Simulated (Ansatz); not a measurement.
Basis-set extrapolation for AlH5O2Si, SMILES `O[SiH2][O][AlH2]` (PBE0-D4/def2-TZVP geometry, frozen core, Ansatz). Multiplicity 1, RHF reference.

|  | def2-TZVPP | def2-QZVPP |
| --- | --- | --- |
| HF | -683.734511 | -683.759518 |
| MP2 correlation | -0.678013 | -0.732820 |
| CCSD(T) correlation | -0.732673 | not run |

Energies in hartree. Use E(X) = E(∞) + A·exp(−7.88·√X) for Hartree–Fock and E(X) = E(∞) + B·X^(−2.97) for correlation, with X = 3 and 4, and add CCSD(T) minus MP2 of the smaller set to the MP2 limit.

Task: What is the CCSD(T) energy at the basis-set limit?

Result: HF limit: -683.759518 + (-0.025007) × 0.13774 = -683.76296. MP2 limit: -0.732820 + (-0.054807) × 0.74074 = -0.77342. Higher-order term: -0.732673 − (-0.678013) = -0.05466. Total: -684.59104 hartree, 325.2 kJ/mol below CCSD(T)/def2-TZVPP.
